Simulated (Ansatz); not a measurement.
Job for Ansatz (an electronic-structure program): U-PBE/cc-pVTZ on GaGeH5 (SMILES [GaH2][GeH3]), a point of a bond scan (R = 1.889 Å).

Ansatz 0.2 input:
```yaml
crystal:
  periodic: [false, false, false]
  atoms:
    - {symbol: Ga, position_ang: [-1.23043577, -0.07769067, -0.29199579]}
    - {symbol: Ge, position_ang: [1.15729770, 0.07022597, 0.27368514]}
    - {symbol: H, position_ang: [1.98201560, -1.14287734, -0.19965612]}
    - {symbol: H, position_ang: [1.78713141, 1.32896781, -0.36154397]}
    - {symbol: H, position_ang: [1.35929899, 0.19976849, 1.79857150]}
    - {symbol: H, position_ang: [-2.41454829, 1.26971551, 0.30155693]}
    - {symbol: H, position_ang: [-1.80126754, -1.26982717, -1.14605758]}
basis:
  gaussian:
    orbitals: cc-pVTZ
hamiltonian:
  xc: {name: PBE}
magnetization: {spin_polarized: true, initial_magnetization: 0}
```

It printed:

```
WARN ansatz: RAYON_NUM_THREADS=1 ignored (pool sized by the plan → 1); use --threads N
Functional definition: PBE
integrals: 0.08 GiB planned
1020 factors; their error is unknown
mean field: 0.66 GiB planned
mean field evaluation 1: about -108959.6957 eV, gradient 2.5e1 eV
mean field evaluation 2: about -108959.3535 eV, gradient 2.8e1 eV
mean field evaluation 4: about -108961.8523 eV, gradient 6.3e-1 eV
mean field evaluation 8: about -108961.8416 eV, gradient 1.2e-1 eV
mean field evaluation 16: about -108961.8417 eV, gradient 1.6e-5 eV
mean field -108961.84167266 eV, -4004.2738244813 hartree, gradient 1.6e-5 eV, S^2 0.000000; 0 other end points of the search recorded, 0 dependent functions left out
reference -108961.84171974 eV, -4004.2738262113 hartree; 34, 34 occupied and 122, 122 virtual orbitals, 1020 factors
Total energy: -108961.84171974 eV, -4004.2738262113 hartree
```

The calculation finished and met its thresholds.

Cost: roughly 5 core-seconds.
